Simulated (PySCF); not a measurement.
Computed IR spectrum (relative IR intensity) of a molecule C3H9NSi. The structure is a stationary point at PBE0-D3(BJ)/def2-SVP. Other conformers were not sampled. Computed with PBE0-D3(BJ)/def2-SVP in PySCF. Frequencies are harmonic and unscaled.

Lines under 2 % of the strongest are left out, and lines within 2 cm⁻¹ are merged.

```csv
ν (cm⁻¹),relative intensity
297,2.2
509,6.5
626,41
640,58
743,9.4
781,8.5
906,100
930,80
939,40
943,34
954,10
986,2.7
1059,9.1
1094,12
1143,13
1235,3.0
1262,7.5
1289,6.1
1341,2.2
1384,11
1459,2.9
2210,93
2225,78
2237,73
2986,34
3004,67
3086,24
3098,22
3170,10
3575,2.7
```

Task: Pick the molecule that these values belong to.
A. C=CCN[SiH3]
B. C=C(C)[SiH2]N
C. C/N=C/C[SiH3]
D. [SiH3][C@H]1CCN1

Result: D, [SiH3][C@H]1CCN1
